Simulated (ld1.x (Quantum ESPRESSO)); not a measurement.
**Re (Z = 75), PAW: configuration errors across variants**

| Quantity | Value |
| --- | --- |
| Element | Re |
| Generator | ld1.x (Quantum ESPRESSO) 7.5 |
| Type | PAW |
| Functional | PW91 |
| Relativity | scalar-relativistic |
| Frozen core | [Kr] 4d10 4f14 |
| Valence charge | 15 |
| Reference configuration | 5s2 5p6 5d5 6s1.75 6p0.25 |
| Partial waves | 5s (bound): rcut 1.40, rcutus 1.80 bohr; 6s (bound): rcut 1.40, rcutus 1.80 bohr; 5p (bound): rcut 1.65, rcutus 2.00 bohr; 6p (bound): rcut 1.65, rcutus 2.00 bohr; 5d (bound): rcut 1.45, rcutus 1.70 bohr; 5d channel at 0.05 Ry: rcut 1.45, rcutus 1.70 bohr |
| Local potential | all-electron potential smoothed inside 1.80 bohr (lloc = -1) |
| Core correction | a·sin(br)/r model core, default radius (core density twice the valence density) |
| Augmentation charge | BESSEL, radius 1.10 bohr |

All-electron excitation energies from the reference (eV): (1) 5s2 5p6 5d5 6s2 6p0 -1.165; (2) 5s2 5p6 5d5 6s1 6p0 8.150; (3) 5s2 5p6 5d5 6s0 6p0 24.547.

On the changes marked as counting shells twice: ld1.x takes every shell without a wave as core, so the model core holds the marked electrons as well and exchange and correlation see them twice. This cancels in the reference configuration, but the file is broken for other ones, and its errors say nothing about a proper core correction.

The overlap operator is not positive definite (basis up to 400 Ry) in “base”, “all radii but the core radius scaled by about 1.20 (s 2.16, p 2.40, d 2.04 bohr, rcut 1.68/1.98/1.74); local potential all-electron potential smoothed inside 2.16 bohr (lloc = -1); augmentation BESSEL, radius 1.32 bohr”, “local potential all-electron potential smoothed inside 1.16 bohr (lloc = -1)”, “waves 5d (bound): rcut 1.45, rcutus 1.94 bohr; 5d channel at 0.05 Ry: rcut 1.45, rcutus 1.94 bohr”, “local potential all-electron potential smoothed inside 2.00 bohr (lloc = -1)”. Such files are unfit for use, however small their errors in these radial tests.

2 further variants failed, have other tests or another functional or relativity, and are left out.

A true bound ghost makes a file unfit for plane-wave use even where its test errors are small: the radial tests pick states by their node count and pass the ghost by.

The file “type TM; waves now 5s (bound): rc 1.80 bohr; 5p (bound): rc 2.00 bohr; 5d (bound): rc 1.70 bohr; local potential the d channel (6p, 6s counted twice)” misses its own reference levels by 0.3 eV.

Errors AE − PS in meV (a dash: test not solved or not reliable):

```csv
change,(1),(2),(3),bound ghosts
base,+0.5,-2.8,-8.4,not determined (overlap not positive)
"all radii but the core radius scaled by about 1.20 (s 2.16, p 2.40, d 2.04 bohr, rcut 1.68/1.98/1.74); local potential all-electron potential smoothed inside 2.16 bohr (lloc = -1); augmentation BESSEL, radius 1.32 bohr",+0.6,-2.3,-2.8,not determined (overlap not positive)
local potential all-electron potential smoothed inside 1.16 bohr (lloc = -1),+0.2,-3.0,-7.2,"s (p not tested, overlap not positive)"
"type TM; waves now 5s (bound): rc 1.80 bohr; 5p (bound): rc 2.00 bohr; 5d (bound): rc 1.70 bohr; local potential the d channel (6p, 6s counted twice)",-45,+275,+499,none
"waves 5d (bound): rcut 1.45, rcutus 1.94 bohr; 5d channel at 0.05 Ry: rcut 1.45, rcutus 1.94 bohr",+0.1,-5.0,-12,not determined (overlap not positive)
local potential all-electron potential smoothed inside 2.00 bohr (lloc = -1),+0.7,-3.0,-8.4,not determined (overlap not positive)
```

(1) Give the same row for: waves 5s (bound): rcut 1.40, rcutus 2.08 bohr; 6s (bound): rcut 1.40, rcutus 2.08 bohr.

## Answers

(1) +0.4, -2.2, -6.7; bound ghosts: not determined (overlap not positive). Its overlap operator is not positive definite in a basis up to 400 Ry (lowest eigenvalue p -0.35, d -1.40), so the file is unfit for use: the generalised eigenproblem breaks down once the basis is large enough, and its test numbers describe a broken file.
